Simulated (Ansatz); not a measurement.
Ligand exchange: CH4 + SiH(OH)2(SiH3) → H2O + SiH(CH3)(OH)(SiH3)

Species: CH4 (methane) `C`, singlet; SiH(OH)2(SiH3), singlet; H2O (water) `O`, singlet; SiH(CH3)(OH)(SiH3), singlet. The partners trade CH3 for OH: H–CH3 and Si–OH bonds give way to H–OH and Si–CH3.

Shapes, held fixed at every level: PBE0-D4/def2-TZVP. Flexible molecules stand in one conformer, not always the lowest. Programs: Ansatz 0.2.0. The zero-point and thermal change to 298 K, harmonic and unscaled (PBE0-D4/def2-TZVP), is -1.8 kJ/mol.

```
                level                    kind  ΔH(298 K) (kJ/mol)  less CCSD(T)/CBS estimate
     SPW92/def2-TZVPP                     LDA              +105.4                       -1.0
r2SCAN0-D4/def2-TZVPP           global hybrid              +110.6                       +4.2
   wB97X-V/def2-TZVPP  range-separated hybrid              +110.0                       +3.6
    B2PLYP/def2-TZVPP           double hybrid              +115.6                       +9.2
        CCSD/def2-SVP   coupled cluster or CI              +108.5                       +2.1
      CCSD/def2-TZVPP   coupled cluster or CI              +110.1                       +3.7
 CCSD(T)/CBS estimate   coupled cluster or CI              +106.4                        0.0
```

The highest level, CCSD(T)/CBS estimate, gives ΔH(298 K) = +106.4 kJ/mol; the levels span +105.4 to +115.6. The column of differences is taken from that level and isn't an error. No measured value is set beside it here. The CBS estimate extrapolates MP2 from def2-TZVPP and def2-QZVPP and adds CCSD(T) − MP2 in the triple-zeta set, cores frozen.
